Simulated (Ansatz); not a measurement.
Reaction (cleavage of the Si–Si bond): `O[SiH2][SiH]([SiH3])Cl` + `[OH][Al]([OH])[Cl]` → `[OH][Al]([Cl])[O][SiH3]` + `O[SiH2][SiH2]Cl`

Computed with Ansatz on PBE0-D4/def2-TZVP structures; ΔE is electronic, products minus reactants. CCSD(T)/CBS is the MP2 limit (def2-TZVPP, def2-QZVPP) plus CCSD(T) − MP2 in def2-TZVPP, frozen cores. This one scheme is used for every species. DFT in def2-TZVPP. B3LYP here is the variant with VWN-RPA as its local correlation; programs differ in this. One conformer a species, not always the lowest.

| level | ΔE (kcal/mol) | difference from CCSD(T)/CBS |
| --- | --- | --- |
| PBE-D4 | -17.1 | 7.0 |
| r2SCAN-D4 | -22.2 | 1.9 |
| PBE0-D4 | -19.5 | 4.6 |
| B3LYP-D4 | -23.8 | 0.3 |
| ωB97X-V | -23.8 | 0.3 |
| B2PLYP | -25.6 | -1.5 |
| PBE | -17.8 | 6.3 |
| r2SCAN | -22.4 | 1.7 |
| B3LYP | -24.9 | -0.8 |
| SCS-MP2/def2-TZVPP | -27.3 | -3.2 |
| CCSD(T)/def2-TZVPP | -24.4 | -0.3 |
| HF/def2-QZVPP | -33.0 | -8.9 |
| MP2/def2-QZVPP | -25.6 | -1.5 |
| HF/CBS(def2) | -33.1 | -9.0 |
| MP2/CBS(def2) | -25.3 | -1.2 |
| CCSD/CBS(def2) | -25.3 | -1.2 |
| CCSD(T)/CBS | -24.1 | 0 |

Largest T1 diagnostic among the species: 0.012.

The D4 term adds +1.1 kcal/mol with B3LYP and +0.6 kcal/mol with PBE0; it sums over pairs of atoms, weighted by their polarisabilities, and B3LYP, whose exchange is more repulsive, gets the larger term. In def2-TZVPP, CCSD(T) changes the Hartree–Fock value by +7.9 kcal/mol (the triples alone add +1.2 kcal/mol) and MP2 by +6.7 kcal/mol. From PBE to PBE0 (25 % exact exchange), in def2-TZVPP and without D4, ΔE moves by −2.4 kcal/mol.
